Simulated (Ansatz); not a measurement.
Start from `Cl[SiH2]O[SiH2]Cl` and change one atom or group to get `CCO[SiH2]Cl`.

Ansatz, PBE0-D4/def2-TZVP geometries, multiplicity 1. Each molecule was computed in one conformer, which needn't be the lowest.

```tsv
property	`Cl[SiH2]O[SiH2]Cl`
size of the dipole moment (ωB97M-V/def2-TZVPP) / D	1.29
HOMO energy (ωB97M-V/def2-TZVPP) / eV	-11.21
size of the dipole moment (PBE/def2-TZVPP) / D	1.22
HOMO energy (PBE0/def2-TZVPP) / eV	-8.97
HOMO energy (B3LYP/def2-TZVPP) / eV	-8.74
zero-point energy (PBE0-D4/def2-TZVP) / kJ/mol	114.2
```

Problem. What does the change do to each property? (Estimate.)

Solution. Ansatz gave: 
| property | `CCO[SiH2]Cl` | shift |
| --- | --- | --- |
| size of the dipole moment (ωB97M-V/def2-TZVPP) / D | 1.66 | 0.37 |
| HOMO energy (ωB97M-V/def2-TZVPP) / eV | -10.91 | 0.30 |
| size of the dipole moment (PBE/def2-TZVPP) / D | 1.62 | 0.40 |
| HOMO energy (PBE0/def2-TZVPP) / eV | -8.55 | 0.42 |
| HOMO energy (B3LYP/def2-TZVPP) / eV | -8.33 | 0.41 |
| zero-point energy (PBE0-D4/def2-TZVP) / kJ/mol | 236.5 | 122.3 |

With PBE0 the HOMO rises by 0.42 eV and the LUMO rises by 0.53 eV, so the gap widens by about 0.11 eV. PBE moves the HOMO by 0.56 eV and ωB97M-V by 0.30 eV. The zero-point energy changes by 122.3 kJ/mol with +9 modes. Dipoles are sizes alone; their direction can turn.

B3LYP here is the variant with VWN-RPA as its local correlation; programs differ in this.
